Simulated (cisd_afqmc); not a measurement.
Input (AFQMC/CISD/cc-pV(D+d)Z; cisd_afqmc is a phaseless AFQMC code with CISD trial states that reads the integrals written by Ansatz): A basis named .json is the Basis Set Exchange file of that set.

Ansatz 0.2 input:
```python
import cisd_afqmc

open("ham.yaml", "w").write("""\
crystal:
  periodic: [false, false, false]
  atoms:
    - {symbol: O, position_ang: [-0.00000000, -0.00000000, -1.03556991]}
    - {symbol: Si, position_ang: [0.00000000, 0.00000000, 0.45356387]}
    - {symbol: H, position_ang: [0.00000000, 0.00000000, 1.93466511]}
basis:
  gaussian:
    orbitals: cc-pV_D+d_Z.json
total_charge: 1
magnetization: {spin_polarized: false}
correlation: {method: ccsd, electrons: outside_noble_gas, hamiltonian_folder: ham}
""")
rep = cisd_afqmc.ansatz("ham.yaml")
e_ccsd = rep["correlation"]["coupled_cluster"]["energy"]["hartree"]
out = cisd_afqmc.run("ham", e_ccsd, trial="CISD", walkers=200, populations=8, threads=8, dt=0.005, steps=40, early=24, settle=10, least=32,
    cut=5e-5, rank_cut=2e-4, target=0.0004, seconds=1500, seed=1, memory=17280, gpu=False)
```

Output:

```
orbitals 36, occupied [5], factors 206 of 427, rank of the doubles 79 of 155
E(HF) = -364.008080
E(CCSD) on the cut factors = -364.292853, shift to the whole factors -0.000009
Energy of the trial state on the determinant = -364.292811
  tau behind 7.2 of longer steps, mean of the populations' last blocks
   2.0  -364.30917
   4.0  -364.30846
   6.0  -364.30654
   8.0  -364.30712
  10.0  -364.30662
  12.0  -364.30600
  14.0  -364.30770
  16.0  -364.30891
  18.0  -364.30820
  20.0  -364.30448
  22.0  -364.30841
  24.0  -364.30959
blocks 1057 (1 outliers left out), error by blocks joined: 1: 0.00020, 2: 0.00025, 4: 0.00031, 8: 0.00036, 16: 0.00040
E(AFQMC/CISD) = -364.30745 +/- 0.00040
```
